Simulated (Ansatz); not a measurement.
A nudged elastic band was laid between two geometries of C2H8BN + FH (14 atoms, charge 0, multiplicity 1).

Theory: Ansatz, RKS B3LYP/def2-SVP.

* movable images: 5
* climbing image: yes
* spring: 5.0 eV/Å²
* optimiser: quadratic models (default)
* start path: through a guess of the saddle point
* force threshold: 0.05 eV/Å
* iteration limit: 60
* end points: relaxed

Initial state:

```xyz
14
Properties=species:S:1:pos:R:3
B -0.020 0.111 0.098
N -0.019 0.019 1.520
H -0.878 0.060 2.061
H 0.806 0.239 2.072
C 1.353 0.279 -0.664
H 1.558 -0.628 -1.259
H 1.301 1.110 -1.389
H 2.224 0.451 -0.010
C -1.395 0.045 -0.675
H -2.263 -0.214 -0.046
H -1.600 1.030 -1.134
H -1.350 -0.673 -1.511
F 0.240 -2.663 0.940
H 0.157 -1.786 1.279
```

Final state:

```xyz
14
Properties=species:S:1:pos:R:3
B 0.057 -0.598 -0.086
N 0.026 -0.342 1.601
H -0.090 0.643 1.849
H 0.899 -0.680 2.015
C 1.349 0.200 -0.628
H 2.293 -0.149 -0.168
H 1.454 0.036 -1.714
H 1.291 1.295 -0.483
C -1.386 -0.121 -0.628
H -2.223 -0.681 -0.170
H -1.584 0.956 -0.482
H -1.449 -0.304 -1.715
F 0.222 -2.001 -0.123
H -0.745 -0.873 2.014
```

Question: What changes between the two ends?

Answer: Bonds broken: F13–H14. Bonds formed: B1–F13, N2–H14. C2H8BN + FH becomes C2H9BFN.

Question: What energy profile does the band end with?

Answer: The forces met the threshold. The highest image is number 2 of 0 to 6, 0.53 eV above the first end and 1.22 eV above the last; the last end lies 0.69 eV below the first. The profile has 2 maxima (images 2, 4) with wells between them (image 3): this band takes more than one step, which may be the mechanism or a detour left from its start path. Neighbouring images differ by up to 1.2 eV, so the band resolves the path poorly. A vibrational analysis at the climbing image gives one clearly imaginary mode, 848i cm⁻¹: a first-order saddle point. The orbitals stay closed-shell, which can raise the energy where a bond breaks towards radicals; this wasn't checked here.

```csv
image,path coordinate (Å),energy (eV),F13–H14 (Å),B1–F13 (Å),N2–H14 (Å)
0,0.00,0.00,0.94,2.91,1.83
1,0.86,0.02,0.95,2.73,1.79
2,1.72,0.53,1.12,1.86,1.33
3,3.95,-0.69,2.71,1.41,1.02
4,6.18,-0.61,2.75,1.41,1.02
5,8.41,-0.64,2.33,1.41,1.02
6,10.64,-0.69,2.60,1.41,1.02
```

Question: What is the geometry of the highest image?

Answer: 
```xyz
14
Properties=species:S:1:pos:R:3
B 0.014 -0.244 0.072
N -0.026 -0.061 1.598
H -0.902 0.249 2.013
H 0.766 0.404 2.038
C 1.384 0.125 -0.630
H 1.496 -0.384 -1.600
H 1.417 1.212 -0.833
H 2.269 -0.122 -0.019
C -1.380 -0.131 -0.670
H -2.221 -0.539 -0.085
H -1.607 0.931 -0.878
H -1.368 -0.649 -1.643
F 0.174 -2.040 0.512
H 0.099 -1.369 1.407
```

The band took 27 iterations and of the order of 11 core-minutes.

Run time: 3 min on 4 threads of Arm Neoverse V2, with other jobs on the host, peak memory 0.29 GiB.
